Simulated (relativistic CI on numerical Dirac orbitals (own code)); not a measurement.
Ag42+: sensitivity of the levels to the model

Base calculation: Dirac-Coulomb-Breit CI, separate exchange-only KLI orbitals for each configuration, model QED (radiative potential, 1s self-energy scaled to tabulated hydrogen-like ionisation energies), unscaled Slater integrals.

Configurations in the expansion (outside the closed core 1s2): 2s2.2p, 2s.2p2, 2p3, 2p2.3s, 2p2.3p, 2p2.3d, 2s2.3s, 2s2.3p, 2s2.3d, 2s.2p.3s, 2s.2p.3p, 2s.2p.3d, 2s2.4s, 2s2.4p, 2s2.4d, 2s2.4f. Levels of other configurations are missing.

The lowest level and the first level of each name with at least 55 % of one term (blank where a level has no safe partner in the second run):

```csv
Level,Base (eV),Shift (eV)
2s2.2p 2P°_1/2,0.00,0.00
2s.2p2 4P_1/2,132.17,+0.09
2s2.2p 2P°_3/2,195.16,+0.04
2s.2p2 4P_3/2,287.83,+0.09
2s.2p2 2D_3/2,359.14,+0.09
2s.2p2 2P_1/2,361.98,+0.09
2s.2p2 2S_1/2,565.14,+0.09
2s.2p2 2P_3/2,566.48,+0.09
2p3 2D°_5/2,691.40,+0.23
2p3 2P°_1/2,724.63,+0.23
2s2.3s 2S_1/2,3800.41,+0.28
2s2.3p 2P°_1/2,3847.60,+0.26
2s.2p.3s 4P°_1/2,3892.37,+0.28
2s2.3p 2P°_3/2,3897.95,+0.23
```

At this charge energies of transitions that change n are usually good to better than 1 %, and those within a shell (Δn = 0) to a few per cent.

Problem. One thing was changed in a second run, which moved the levels as shown. Which?
A. one mean potential for all configurations
B. QED terms removed
C. only the first 3 configurations
D. configuration mixing switched off
E. Breit term removed

Solution. A. One mean potential for all configurations. One potential for all configurations removes the relaxation of the orbitals, which moves whole configurations and changes the integrals a little.

LS names give the leading component of a level, which can be under half, so a name can repeat, a term be missing and a line seem to break the LS rules.
